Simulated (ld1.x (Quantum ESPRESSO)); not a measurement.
Scattering properties, RRKJ potential for Au

```json
{
 "Element": "gold (Au)",
 "Generator": "ld1.x (Quantum ESPRESSO) 7.5",
 "Type": "norm-conserving RRKJ (Kleinman–Bylander form)",
 "Functional": "LDA (PZ)",
 "Relativity": "scalar-relativistic",
 "Frozen core": "[Kr] 4d10 4f14 5s2",
 "Valence charge": "17",
 "Reference configuration": "5p6 5d10 6s1 6p0",
 "Partial waves": "6s (bound): rc 2.10 bohr; 5d (bound): rc 1.70 bohr; 5p (bound): rc 1.05 bohr",
 "Local potential": "the p channel",
 "Core correction": "a·sin(br)/r model core inside 0.65 bohr",
 "rho0": "0.02"
}
```

The phase is arctan(r·u′/u) with u = r·R(r), unwrapped; energies in Ry, scanned from -6 to 5 Ry. A pole is an energy at which the radial function vanishes at the test radius. The pseudo phase is shifted by a multiple of π to meet the all-electron one at the reference energy, and phase errors are pseudo minus all-electron; the curves can meet again beyond the range given. Levels narrower than the energy grid can be missing from the lists of poles.

```tsv
channel	radius (bohr)	reference energy (Ry)	poles, all-electron	poles, pseudo	unbroken range about the reference energy with phases within 0.05 rad	phase error 1 Ry above the reference energy (rad)
s	2.31	-0.45	2.90	3.48	below -0.4	+0.054
p	2.31	-4.41	-4.32	-4.32, 4.97	the whole range	-0.000
d	2.31	-0.52	0.11	0.11	the whole range	+0.000
```

Note: ghost state, extra bound levels that the all-electron valence spectrum of the same l lacks: s at -4.9 eV. A true bound ghost makes a file unfit for plane-wave use.

Phases in the p channel:

```csv
E (Ry),all-electron,pseudo
-6.00,1.366,1.366
-5.48,1.344,1.344
-4.96,1.289,1.289
-4.44,-1.200,-1.201
-3.92,-1.726,-1.727
-3.40,-1.775,-1.775
-2.88,-1.807,-1.807
-2.36,-1.839,-1.839
-1.84,-1.878,-1.878
-1.32,-1.929,-1.930
-0.80,-2.005,-2.006
-0.28,-2.128,-2.132
0.24,-2.365,-2.375
0.76,-2.875,-2.904
1.28,-3.657,-3.691
1.80,-4.152,-4.172
2.32,-4.382,-4.395
2.84,-4.504,-4.513
3.36,-4.580,-4.587
3.88,-4.632,-4.639
4.40,-4.671,-4.678
4.92,-4.703,-4.710
```
